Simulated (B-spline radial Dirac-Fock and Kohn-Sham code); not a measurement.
## Two-hole binding energies of Eu³¹⁺

System: europium as Eu³¹⁺, configuration [Ar] 3d10 4s2 4p2.

Calculated with a radial finite-basis atomic code, using relaxed Dirac-Fock hole states (ΔSCF) with Breit and QED corrections and a finite nucleus. U is the two-hole binding energy less the two single-hole energies, the effective repulsion of the holes after relaxation. Each two-hole energy is an average over J within one jj subconfiguration.

```
          holes  E(a) (eV)  E(b) (eV)  E(ab) (eV)  U (eV)
           1s⁻²    49721.5    49721.5    100588.1  1145.1
   1s⁻¹ 2p1/2⁻¹    49721.5     8804.6     58891.2   365.1
   1s⁻¹ 3p3/2⁻¹    49721.5     2603.1     52452.7   128.1
   1s⁻¹ 3d3/2⁻¹    49721.5     2290.7     52137.1   125.0
        2p1/2⁻²     8804.6     8804.6     17879.8   270.6
   2p1/2⁻¹ 3s⁻¹     8804.6     2928.0     11846.0   113.4
   2s⁻¹ 3d3/2⁻¹     9240.9     2290.7     11653.3   121.7
2p1/2⁻¹ 3p3/2⁻¹     8804.6     2603.1     11523.4   115.7
2p3/2⁻¹ 3d3/2⁻¹     8162.1     2290.7     10576.5   123.7
        3p1/2⁻²     2740.9     2740.9           ?       ?
        3p3/2⁻²     2603.1     2603.1      5294.6    88.4
        3d3/2⁻²     2290.7     2290.7      4680.6    99.3
3d3/2⁻¹ 3d5/2⁻¹     2290.7     2261.2      4651.6    99.7
        3d5/2⁻²     2261.2     2261.2      4620.7    98.3
```

Question: Give the missing two-hole energy and U.

Answer: E(ab) = 5577.9 eV and U = 96.1 eV.
